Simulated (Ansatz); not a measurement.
A nudged elastic band was laid between two geometries of FGaH4 + H2O (9 atoms, charge 0, multiplicity 1).

Level of theory: UHF/def2-SVP (Ansatz 0.2.0).

```json
{
  "movable images": "5",
  "climbing image": "yes",
  "spring": "5.0 eV/Å²",
  "optimiser": "quadratic models (default)",
  "start path": "through a guess of the saddle point",
  "force threshold": "0.05 eV/Å",
  "iteration limit": "60",
  "end points": "relaxed"
}
```

Image 0:

```xyz
9
Properties=species:S:1:pos:R:3
Ga -0.955 -1.282 0.586
H -1.516 0.210 0.521
H -1.025 -2.131 -0.744
H -0.830 -1.980 1.992
H 1.176 0.254 -0.016
F 1.132 -0.598 0.373
H 0.057 1.999 -0.443
O 0.927 1.694 -0.669
H 1.035 1.835 -1.599
```

Image 6:

```xyz
9
Properties=species:S:1:pos:R:3
Ga 0.085 -1.359 0.333
H -2.395 2.092 -0.093
H -0.709 -1.759 -0.963
H -0.499 -1.070 1.756
H 1.868 0.326 -0.285
F 1.784 -1.892 0.334
H -1.795 2.225 0.332
O 0.937 0.528 -0.286
H 0.722 0.909 -1.127
```

Which bonds break or form, and what moves?

Bonds broken: Ga1–H2, H5–F6, H7–O8. Bonds formed: Ga1–O8, H2–H7, H5–O8. FGaH4 + H2O becomes FGaH4O + H2.

Give the energies along the band, and the barrier.

It converged. The highest image is number 2 of 0 to 6, 0.76 eV above the first end and 1.44 eV above the last; the last end lies 0.68 eV below the first. A vibrational analysis at the climbing image gives one clearly imaginary mode, 1136i cm⁻¹: a first-order saddle point. The orbitals were unrestricted but ended closed-shell.

```
image  path coordinate (Å)  energy (eV)  Ga1–H2 (Å)  H5–F6 (Å)  H7–O8 (Å)
    0                 0.00         0.00        1.60       0.94       0.95
    1                 0.86         0.07        1.61       0.95       0.96
    2                 1.72         0.76        1.76       1.52       1.14
    3                 2.88        -0.14        2.43       1.92       2.20
    4                 4.05        -0.23        2.88       2.04       2.35
    5                 5.22        -0.63        3.27       2.22       2.68
    6                 6.39        -0.68        4.27       2.31       3.27
```

What is the geometry of the highest image?


```xyz
9
Properties=species:S:1:pos:R:3
Ga -0.645 -1.183 0.456
H -1.124 0.480 0.125
H -1.160 -2.035 -0.763
H -0.921 -1.452 1.977
H 1.279 0.673 -0.183
F 1.161 -0.791 0.193
H -0.244 1.075 -0.135
O 0.786 1.515 -0.372
H 0.868 1.720 -1.297
```

What are the harmonic wavenumbers there?

1136i, 123, 263, 439, 456, 542, 545, 566, 759, 771, 788, 970, 1261, 1511, 1637, 1752, 1914, 2032, 2060, 3313, 4123 cm⁻¹.

The band took 20 iterations and roughly 2.4 core-minutes.

Time of the run: 76 s on 2 threads of Intel(R) Xeon(R) 6975P-C (Granite Rapids) (shared host), peak memory 0.26 GiB.
